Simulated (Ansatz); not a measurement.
System: C3H7BO2 (charge 0, singlet). 
Geometry from a B3LYP-D3(BJ)/def2-TZVP (Ansatz, a first-principles code) optimisation:
SMILES: C=CCB(O)O
```xyz
13

C      2.5207    -0.6129    -0.3065
C      1.2751    -0.9286     0.0272
C      0.3578    -0.0732     0.8494
B     -0.9376     0.3733     0.0648
O     -1.6440    -0.5874    -0.6126
O     -1.3018     1.6934     0.1102
H      3.1258    -1.2686    -0.9195
H      2.9797     0.3128     0.0229
H      0.8545    -1.8639    -0.3305
H      0.8859     0.8020     1.2315
H      0.0180    -0.6485     1.7217
H     -2.4265    -0.2892    -1.0861
H     -2.1052     1.9291    -0.3649
```
Charge 0, spin multiplicity 1.

Property: vertical triplet-singlet gap (E(triplet) - E(singlet); each state is the SCF solution reached for its spin), in kcal/mol. Cores are frozen in the correlated levels unless marked. UHF or UKS for open shells. Spin-orbit coupling is left out. No relativistic terms. Basis-set limits of correlation are two-point, X^-3; Hartree-Fock from the larger set.

```tsv
level	program	vertical triplet-singlet gap (kcal/mol)
HF/aug-cc-pVDZ	Ansatz	81.2
HF/aug-cc-pVTZ	Ansatz	80.5
HF/aug-cc-pVQZ	Ansatz	80.4
SVWN5/def2-TZVPD	Ansatz	108.1
PBE/def2-TZVPD	Ansatz	101.9
BHLYP/def2-TZVPD	Ansatz	97.6
CAM-B3LYP/def2-TZVPD	Ansatz	101.2
wB97M-V/def2-TZVPD	Ansatz	105.5
wB97X-V/def2-TZVPD	Ansatz	104.7
B2PLYP/def2-TZVPD	Ansatz	104.2
RI-MP2/aug-cc-pVTZ	Ansatz	109.2
RI-MP2/aug-cc-pVQZ	Ansatz	109.6
RI-MP2/CBS(aug-cc-pVTZ,aug-cc-pVQZ)	Ansatz	109.9
CCSD/aug-cc-pVDZ	Ansatz	103.5
```
